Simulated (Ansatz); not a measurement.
`OB(Cl)C=S` and `OB(Cl)CCl` differ in one atom or group.

Ansatz, PBE0-D4/def2-TZVP geometries, multiplicity 1. Each molecule was computed in one conformer, which needn't be the lowest.

```tsv
property	`OB(Cl)C=S`
HOMO energy (PBE0/def2-TZVPP) / eV	-7.24
size of the dipole moment (B3LYP/def2-TZVPP) / D	1.20
zero-point energy (PBE0-D4/def2-TZVP) / kJ/mol	98.5
HOMO energy (ωB97M-V/def2-TZVPP) / eV	-9.42
ideal-gas entropy at 298 K and 1 bar (rigid rotor, harmonic PBE0-D4/def2-TZVP) / J/(mol·K)	324
HOMO–LUMO gap (PBE0/def2-TZVPP) / eV	3.68
```

Task: Give the same properties after the change, and the shifts. (Estimate.)

Result: The calculation gave: 
| property | `OB(Cl)CCl` | shift |
| --- | --- | --- |
| HOMO energy (PBE0/def2-TZVPP) / eV | -8.71 | -1.47 |
| size of the dipole moment (B3LYP/def2-TZVPP) / D | 1.25 | 0.05 |
| zero-point energy (PBE0-D4/def2-TZVP) / kJ/mol | 129.4 | 30.9 |
| HOMO energy (ωB97M-V/def2-TZVPP) / eV | -10.97 | -1.55 |
| ideal-gas entropy at 298 K and 1 bar (rigid rotor, harmonic PBE0-D4/def2-TZVP) / J/(mol·K) | 329 | 5 |
| HOMO–LUMO gap (PBE0/def2-TZVPP) / eV | 8.48 | 4.80 |

With PBE0 the HOMO falls by 1.47 eV and the LUMO rises by 3.33 eV, so the gap widens by about 4.80 eV. PBE moves the HOMO by -1.33 eV and ωB97M-V by -1.55 eV. The zero-point energy changes by 30.9 kJ/mol with +3 modes. Dipoles are sizes alone; their direction can turn.

B3LYP here is the variant with VWN-RPA as its local correlation; programs differ in this.
